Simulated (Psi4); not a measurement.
Calculation: SAPT0/jun-cc-pVDZ, frozen core in Psi4.

Psi4 input:

```
molecule {
0 1
O 0.57106930 1.08407236 -1.08326657
Si -0.00044915 0.00033635 0.00000249
O 1.28696403 -0.87286760 0.50452277
O -0.68553121 0.63292267 1.34345756
O -1.17433550 -0.84289604 -0.76507482
H -0.06404398 1.48034360 -1.68497320
H 1.96391007 -1.07395894 -0.14639595
H -0.09576324 0.91209523 2.04815211
H -1.80182032 -1.32004763 -0.21642439
--
0 1
O 1.41914578 -0.47642950 -3.38354214
Si 1.72004784 -1.98420067 -2.82616164
O 0.27663876 -2.60854596 -2.37758419
O 2.35854553 -3.02805565 -3.91108644
O 2.82591632 -1.82349162 -1.63216799
H 2.15991012 0.13370769 -3.42163979
H -0.35704659 -2.00757818 -1.97799760
H 1.75122555 -3.45625271 -4.51950053
H 3.32162700 -2.60759735 -1.38341658
units angstrom
symmetry c1
no_reorient
no_com
}
set basis jun-cc-pvdz
set scf_type df
set freeze_core true
energy('sapt0')
```

Part of the output:

```
    SAPT Results
  --------------------------------------------------------------------------------------------------------
    Electrostatics                -29.65547925 [mEh]     -18.60909418 [kcal/mol]     -77.86045005 [kJ/mol]
      Elst10,r                    -29.65547925 [mEh]     -18.60909418 [kcal/mol]     -77.86045005 [kJ/mol]

    Exchange                       37.58533190 [mEh]      23.58515184 [kcal/mol]      98.68027530 [kJ/mol]
      Exch10                       37.58533190 [mEh]      23.58515184 [kcal/mol]      98.68027530 [kJ/mol]
      Exch10(S^2)                  37.29650306 [mEh]      23.40390901 [kcal/mol]      97.92195529 [kJ/mol]

    Induction                      -9.51130783 [mEh]      -5.96843577 [kcal/mol]     -24.97193526 [kJ/mol]
      Ind20,r                     -15.85700212 [mEh]      -9.95041906 [kcal/mol]     -41.63255334 [kJ/mol]
      Exch-Ind20,r                 10.32256075 [mEh]       6.47750466 [kcal/mol]      27.10187951 [kJ/mol]
      delta HF,r (2)               -3.97686645 [mEh]      -2.49552137 [kcal/mol]     -10.44126143 [kJ/mol]

    Dispersion                     -9.00281032 [mEh]      -5.64934877 [kcal/mol]     -23.63687524 [kJ/mol]
      Disp20                      -11.13711316 [mEh]      -6.98864402 [kcal/mol]     -29.24048657 [kJ/mol]
      Exch-Disp20                   2.13430284 [mEh]       1.33929525 [kcal/mol]       5.60361133 [kJ/mol]
      Disp20 (SS)                  -5.56855658 [mEh]      -3.49432201 [kcal/mol]     -14.62024329 [kJ/mol]
      Disp20 (OS)                  -5.56855658 [mEh]      -3.49432201 [kcal/mol]     -14.62024329 [kJ/mol]
      Exch-Disp20 (SS)              1.24205957 [mEh]       0.77940415 [kcal/mol]       3.26102695 [kJ/mol]
      Exch-Disp20 (OS)              0.89224327 [mEh]       0.55989110 [kcal/mol]       2.34258437 [kJ/mol]

  Total HF                         -1.58145518 [mEh]      -0.99237811 [kcal/mol]      -4.15211001 [kJ/mol]
  Total SAPT0                     -10.58426550 [mEh]      -6.64172688 [kcal/mol]     -27.78898525 [kJ/mol]
```
